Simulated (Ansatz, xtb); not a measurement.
# C4H5F3O: which of two isomers lies lower

Structure I is `C[C@@H]1O[C@H]1C(F)(F)F`, a singlet and structure II is `C[C@@H]1O[C@@H]1C(F)(F)F`, a singlet. Both are isolated molecules in the gas phase, relaxed with PBE-D3(BJ)/def2-SVP.

Quicker runs give these differences E(II) − E(I): GFN2-xTB +2.9 kJ/mol; HF/STO-3G +4.2 kJ/mol (at GFN2-xTB geometries); r2SCAN-D4/def2-SVP +8.4 kJ/mol (at GFN2-xTB geometries).

Task: Estimate E(II) − E(I) at the level CCSD(T)/def2-SVP + ΔMP2/def2-TZVPP.

Result: Calculated at CCSD(T)/def2-SVP + ΔMP2/def2-TZVPP: E(II) − E(I) = +9.2 kJ/mol, so structure I lies lower.

The same difference at several levels:

```
                             level             geometry  E(II) − E(I) (kJ/mol)  departure from the last row (kJ/mol)  job, with rough time for the two
                          GFN2-xTB             GFN2-xTB                    +2.9                                  −6.3              optimisation, 0.13 s
                         HF/STO-3G             GFN2-xTB                    +4.2                                  −5.0              single point, 0.46 s
                r2SCAN-D4/def2-SVP             GFN2-xTB                    +8.4                                  −0.8               single point, 2.9 s
               PBE-D3(BJ)/def2-SVP  PBE-D3(BJ)/def2-SVP                    +6.5                                  −2.7                optimisation, 24 s
                       HF/def2-SVP  PBE-D3(BJ)/def2-SVP                   +11.2                                  +2.0           part of the CCSD(T) run
                      MP2/def2-SVP  PBE-D3(BJ)/def2-SVP                    +9.8                                  +0.6           part of the CCSD(T) run
                  CCSD(T)/def2-SVP  PBE-D3(BJ)/def2-SVP                    +9.5                                  +0.3                      single point
CCSD(T)/def2-SVP + ΔMP2/def2-TZVPP  PBE-D3(BJ)/def2-SVP                    +9.2                                                      single point, 60 s
```

As drawn, both hold the same kinds of bond in the same numbers.

The levels shown agree on the order. The largest departure from CCSD(T)/def2-SVP + ΔMP2/def2-TZVPP is that of GFN2-xTB, 6.3 kJ/mol. The last row adds to CCSD(T) the change of the MP2 difference between the two basis sets, here −0.3 kJ/mol.

With thermal terms from frequencies at re-optimised GFN2-xTB minima (ideal gas, soft modes damped towards free rotors, one conformer each, 298.15 K, 1 atm): the zero-point term adds +0.6 kJ/mol; ΔH is +9.4 and ΔG +10.5 kJ/mol.

The correlated steps freeze 8 core orbitals. Programs: Ansatz 0.2.0, xtb 6.7.1; the last row on 2 threads of Intel(R) Xeon(R) 6975P-C (Granite Rapids) on a shared host.
